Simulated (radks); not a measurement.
Problem. The rhenium ion Re2.5+, configuration [Xe] 4f14 5d3.5 6s1 (fractional occupations, a model configuration). All-electron calculation, scalar-relativistic Kohn-Sham, PBE, spin-unpolarised, spherical densities, finite nucleus; Fermi nuclear charge, rms radius 5.3698 fm. Program: a radial shooting solver on a logarithmic mesh with Libxc functionals. Some entries of the table are withheld. Estimate them.

| orbital | occ. | eigenvalue (eV) | r(max) (bohr) |
|---|---|---|---|
| 1s | 2 | -71663.20 | 0.01124 |
| 2s | 2 | -12447.96 | 0.06453 |
| 2p | 6 | -10869.29 | 0.05303 |
| 3s | 2 | -2902.447 | 0.1820 |
| 3p | 6 | -2436.712 | 0.1803 |
| 3d | 10 | -1908.001 | (1) |
| 4s | 2 | -626.7497 | 0.4126 |
| 4p | 6 | -473.9369 | 0.4330 |
| 4d | 10 | -281.9882 | (2) |
| 5s | 2 | -111.5829 | 0.9366 |
| 5p | 6 | -73.0449 | 1.057 |
| 4f | 14 | -68.9247 | 0.4168 |
| 5d | 3.5 | -29.4436 | 1.370 |
| 6s | 1 | -25.9620 | 2.310 |

Solution. 
(1) 3d r(max) (bohr): 0.1469
(2) 4d r(max) (bohr): 0.4432
